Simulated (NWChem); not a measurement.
The numbers come from NWChem runs, not from measurements. System: Cl4Se, charge 0, spin multiplicity 1, at a geometry optimised with B3LYP/def2-SVP. The structure started from a generated list of species. Level: EOM-CCSD/def2-SVP, 29 core orbitals frozen.

NWChem printed:

```
             Northwest Computational Chemistry Package (NWChem) 7.3.0
             --------------------------------------------------------

                                NWChem Input Module
                                -------------------

 Scaling coordinates for geometry "geometry" by  1.889725989
 (inverse scale =  0.529177249)

 Turning off AUTOSYM since
 SYMMETRY directive was detected!

                             Geometry "geometry" -> ""
                             -------------------------

 Output coordinates in angstroms (scale by  1.889725989 to convert to a.u.)

  No.       Tag          Charge          X              Y              Z
 ---- ---------------- ---------- -------------- -------------- --------------
    1 Se                  34.0000     0.00000000     0.00000000    -0.40733500
    2 Cl                  17.0000     0.00000000    -1.71123600     0.97738100
    3 Cl                  17.0000    -2.35808700     0.00000000    -0.57004600
    4 Cl                  17.0000     0.00000000     1.71123600     0.97738100
    5 Cl                  17.0000     2.35808700     0.00000000    -0.57004600

 Effective nuclear repulsion energy (a.u.)     799.2353697261

            Nuclear Dipole moment (a.u.)
            ----------------------------
        X                 Y               Z
 ---------------- ---------------- ----------------
     0.0000000000     0.0000000000     0.0000000000

      Symmetry information
      --------------------

 Group name             C2v
 Group number             16
 Group order               4
 No. of unique centers     3

      Symmetry unique atoms

     1    2    3


 Summary of "ao basis" -> "" (spherical)
 ------------------------------------------------------------------------------
       Tag                 Description            Shells   Functions and Types
 ---------------- ------------------------------  ------  ---------------------
 *                          def2-svp                  on all atoms

 Summary of "ao basis" -> "ao basis" (spherical)
 ------------------------------------------------------------------------------
       Tag                 Description            Shells   Functions and Types
 ---------------- ------------------------------  ------  ---------------------
 Se                         def2-svp                12       32   5s4p3d
 Cl                         def2-svp                 8       18   4s3p1d

                                 NWChem SCF Module
[...]
   0.0001142842170   0.1462176843018    3.97879     0.4     0.4

 Iteration  22 using   22 trial vectors
   0.0000660873185   0.1462152347005    3.97872     0.4     0.4

 Iteration  23 using   23 trial vectors
   0.0000344773622   0.1462163797191    3.97875     0.4     0.4

 Iteration  24 using   24 trial vectors
   0.0000160070585   0.1462157473147    3.97873     0.4     0.4

 Iteration  25 using   25 trial vectors
   0.0000085931369   0.1462159126519    3.97874     0.4     0.4
 --------------------------------------------------------------
 Iterations converged
 ------------------

 Excited state root  1
 Excitation energy / hartree =        0.146215912651941
                   / eV      =        3.978739115294967
 largest EOMCCSD amplitudes: R1 and R2

 Singles contributions
    52a1  (alpha) ---    46b1  (alpha)        0.2429248303
    52a1  (alpha) ---    48b1  (alpha)        0.7359080870
    54b1  (alpha) ---    49a1  (alpha)       -0.1596203585
    54b1  (alpha) ---    51a1  (alpha)        0.2628209458
    53b2  (alpha) ---    43a2  (alpha)       -0.1776965143
    53b2  (alpha) ---    50a2  (alpha)        0.3165265979

 Doubles contributions

 =========================================
 Excited-state calculation ( b2  symmetry)
 =========================================
 Dim. of EOMCC iter. space      500

 EOMCCSD SOLVER TYPE  1
  maxdiff =   0.37037850534626926

 No. of initial right vectors    1

 EOM-CCSD right-hand side iterations
 --------------------------------------------------------------
      Residuum       Omega / hartree  Omega / eV    Cpu    Wall
 --------------------------------------------------------------

 Iteration   1 using    1 trial vectors
   0.6287302110703   0.2695697959998    7.33537     0.5     0.5

 Iteration   2 using    2 trial vectors
   0.1262064963011   0.1345743371364    3.66196     0.4     0.4

 Iteration   3 using    3 trial vectors
   0.0437266285837   0.1292296656376    3.51652     0.4     0.4

 Iteration   4 using    4 trial vectors
   0.0174254442775   0.1285839307171    3.49895     0.4     0.4

 Iteration   5 using    5 trial vectors
   0.0096932416957   0.1283840336142    3.49351     0.4     0.4

 Iteration   6 using    6 trial vectors
   0.0070058536307   0.1282106337696    3.48879     0.4     0.4

 Iteration   7 using    7 trial vectors
   0.0063185032862   0.1281416662452    3.48691     0.4     0.4

 Iteration   8 using    8 trial vectors
   0.0042096754541   0.1281165120491    3.48623     0.4     0.4

 Iteration   9 using    9 trial vectors
   0.0023039871789   0.1280904525400    3.48552     0.4     0.4

 Iteration  10 using   10 trial vectors
   0.0012536476646   0.1280837838530    3.48534     0.4     0.4

 Iteration  11 using   11 trial vectors
   0.0006036264039   0.1280876006288    3.48544     0.4     0.4

 Iteration  12 using   12 trial vectors
   0.0004499888341   0.1280865054616    3.48541     0.4     0.4

 Iteration  13 using   13 trial vectors
   0.0002576709121   0.1280856280640    3.48539     0.4     0.4

 Iteration  14 using   14 trial vectors
   0.0002253679254   0.1280842313734    3.48535     0.4     0.4

 Iteration  15 using   15 trial vectors
   0.0001600403471   0.1280837680863    3.48534     0.4     0.4

 Iteration  16 using   16 trial vectors
   0.0001297001127   0.1280843504217    3.48535     0.4     0.4

 Iteration  17 using   17 trial vectors
   0.0000789823407   0.1280839636142    3.48534     0.4     0.4

 Iteration  18 using   18 trial vectors
   0.0000505880298   0.1280839132249    3.48534     0.4     0.4

 Iteration  19 using   19 trial vectors
   0.0000396729301   0.1280840785161    3.48535     0.4     0.4

 Iteration  20 using   20 trial vectors
   0.0000275520592   0.1280840538497    3.48535     0.4     0.4

 Iteration  21 using   21 trial vectors
   0.0000192903540   0.1280840525141    3.48535     0.4     0.4

 Iteration  22 using   22 trial vectors
   0.0000126604222   0.1280840384513    3.48535     0.4     0.4

 Iteration  23 using   23 trial vectors
   0.0000064760720   0.1280841110094    3.48535     0.4     0.4
 --------------------------------------------------------------
 Iterations converged
 ------------------

 Excited state root  1
 Excitation energy / hartree =        0.128084111009402
                   / eV      =        3.485347478793197
 largest EOMCCSD amplitudes: R1 and R2

 Singles contributions
    53b2  (alpha) ---    51a1  (alpha)        0.9057304957

 Doubles contributions

 Task  times  cpu:       47.2s     wall:       47.2s

 Total times  cpu:       47.2s     wall:       47.2s
```

Task: Write an NWChem input that would produce this output.

Result: Several could match; the one computed here: 
```
start mol
memory heap 100 mb stack 700 mb global 1900 mb
geometry units angstroms nocenter noautoz
  Se     0.000000     0.000000    -0.407335
  Cl     0.000000    -1.711236     0.977381
  Cl    -2.358087     0.000000    -0.570046
  Cl     0.000000     1.711236     0.977381
  Cl     2.358087     0.000000    -0.570046
  symmetry group C2v
end
basis spherical
  * library def2-svp
end
scf
  rhf
  nopen 0
  maxiter 100
  thresh 1e-7
  semidirect memsize 60000000 filesize 0
end
tce
  freeze core 29
  ccsd
  nroots 1
  2eorb
  2emet 13
  thresh 1e-5
  maxiter 200
  tilesize 24
end
task tce energy
```
